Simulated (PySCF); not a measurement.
# Polarisability and C₆ of Tc²⁺ (technetium, charge +2)

[Kr] 4d5, high-spin 6S determinant. Calculation: PySCF 2.14, in x2c-TZVPPall with one added diffuse shell each of s, p, d, f type (9s7p7d3f1g, 95 functions); scalar relativity by spin-free X2C-1e. Coupled (time-dependent) response in atomic units; α is the mean over directions.

```json
{"method": "revPBE", "mean α (bohr³)": "9.105", "C₆ (like pair)": "48.66", "S(−4)": "28.80"}
```

S(−4) is the Cauchy moment in α(ω) = α(0) + S(−4) ω² + …

α(iu) at revPBE:

| u (hartree) | α(iu) (bohr³) |
| --- | --- |
| 0 | 9.105 |
| 0.0500 | 9.034 |
| 0.100 | 8.832 |
| 0.200 | 8.162 |
| 0.300 | 7.357 |
| 0.500 | 5.902 |
| 0.750 | 4.579 |
| 1.00 | 3.651 |
| 1.50 | 2.458 |
| 2.00 | 1.746 |
| 3.00 | 0.9899 |
| 5.00 | 0.4345 |

For an ion, C₆ is the dispersion term alone; charge-induced terms of lower order in 1/R come first.
